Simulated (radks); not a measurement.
Problem. Cu, 29 electrons, occupied as [Ar] 3d10 4s1 (the NIST ground configuration). Method: non-relativistic Kohn-Sham, PBE, spin-polarised, spherical densities, point nucleus; open shells are filled with parallel spins first; hard spherical wall at 4 bohr; computed with a radial shooting solver on a logarithmic mesh with Libxc functionals. Some entries of the table are withheld. Estimate them.

| orbital | occ. | eigenvalue (eV) | <r> (bohr) |
|---|---|---|---|
| 1s up | 1 | -8741.913 | 0.05290 |
| 1s down | 1 | -8741.861 | 0.05290 |
| 2s down | 1 | -1035.343 | 0.2387 |
| 2s up | 1 | -1035.318 | 0.2387 |
| 2p down | 3 | -907.0902 | 0.2078 |
| 2p up | 3 | -907.0834 | 0.2078 |
| 3s down | 1 | -106.5720 | 0.7229 |
| 3s up | 1 | -106.5669 | 0.7234 |
| 3p up | 3 | -66.7701 | 0.7565 |
| 3p down | 3 | -66.7503 | 0.7552 |
| 3d up | 5 | -1.1870 | 1.018 |
| 3d down | 5 | -0.9182 | 0.9950 |
| 4s up | 1 | 0.8113 | (1) |
| 4s down | 0 | 2.1434 | (2) |
| 4p up | 0 | 8.3678 | 2.303 |
| 4p down | 0 | 9.7104 | 2.305 |
| 4d up | 0 | 22.5097 | 2.347 |
| 4d down | 0 | 23.6408 | 2.371 |
| 5s up | 0 | 37.9884 | 2.353 |
| 5s down | 0 | 38.8307 | 2.351 |

Solution. 
(1) 4s up <r> (bohr): 2.168
(2) 4s down <r> (bohr): 2.166
